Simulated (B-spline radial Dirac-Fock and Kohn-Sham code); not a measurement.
**Photoemission from Rh at 1050 eV, detector at θ = 54.7°, φ = 0°**

System: the Rh atom, 1s2 2s2 2p6 3s2 3p6 3d10 4s2 4p6 4d8 5s1. Method: Dirac-Hartree-Slater photoionisation with a Latter tail; cross sections with all multipoles, angular parameters from the dipole term and its interference with E2. Computed with a radial finite-basis atomic code. Thresholds are tabulated edges, those marked * orbital energies of the model. For linearly polarised light dσ/dΩ = σ/(4π) [1 + β P₂(cos θ) + (δ + γ cos²θ) sin θ cos φ], with θ from the polarisation vector and φ the angle between the beam and the projection of the electron momentum on the plane normal to the polarisation. The dipole factor is 1 + βP₂ and the non-dipole term is the rest of the bracket. Open shells are filled statistically over j.

```
subshell  threshold (eV)  σ (kb)     β      γ       δ  dipole factor  non-dipole term  dσ/dΩ (kb/sr)
      3s           628.1    64.0  1.99   0.38   0.000          1.002           +0.104           5.63
   3p1/2           521.3    87.5  1.51   0.06   0.006          1.001           +0.023           7.13
   3p3/2           496.5     180  1.53   0.04   0.005          1.001           +0.014           14.6
   3d3/2           311.9     206  1.20   0.13   0.044          1.001           +0.073           17.6
   3d5/2           307.2     300  1.20   0.14   0.044          1.001           +0.075           25.7
      4s           81.40    13.9  1.99   0.09   0.000          1.002           +0.024           1.14
   4p1/2          58.12*    15.3  1.68  -0.02  -0.001          1.001           -0.007           1.21
   4p3/2          54.01*    30.2  1.70  -0.03   0.001          1.001           -0.007           2.39
   4d3/2           9.56*    12.8  1.32   0.20   0.038          1.001           +0.086           1.10
   4d5/2           9.11*    18.4  1.30   0.21   0.038          1.001           +0.088           1.59
      5s           6.34*   0.471  1.99   0.07   0.000          1.002           +0.018         0.0382
```
